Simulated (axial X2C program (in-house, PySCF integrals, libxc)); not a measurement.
Which molecule has these constants?

Computed with an axial X2C code built on PySCF integrals, spin-free (one-electron X2C) or two-component (2c: spin–orbit coupling with atomic mean-field Coulomb and Gaunt terms, which also bring small scalar terms), in Dyall basis sets with cores contracted in-house; open shells are unrestricted.

A two-component PBE0 calculation in a Dyall 3-zeta basis gave Re = 1.539 Å, ωe = 1913.1 cm⁻¹, De = 2.93 eV, Ω = 0.

Which molecule is it?
A. PdH⁻
B. LiPd⁻
C. NaPd⁻

A. The others have NaPd⁻ 2.617 Å and 190.9 cm⁻¹ (Ω = 0); LiPd⁻ 2.231 Å and 387.1 cm⁻¹ (Ω = 0).

Each entry is the lowest single determinant of a limited PBE0 search at one distance. De goes to single-determinant-based atoms at the same level (for ions the charge split of lowest energy) and is withheld (n/a) where an atom does not fit its ground term or J level. Main or longest-lived isotopes. One determinant is a doubtful description, or other states lie close, for NaPd⁻, LiPd⁻; these need not be ground states, and all values refer to the states named. The functionals have no current term, which raises determinants with orbital currents.
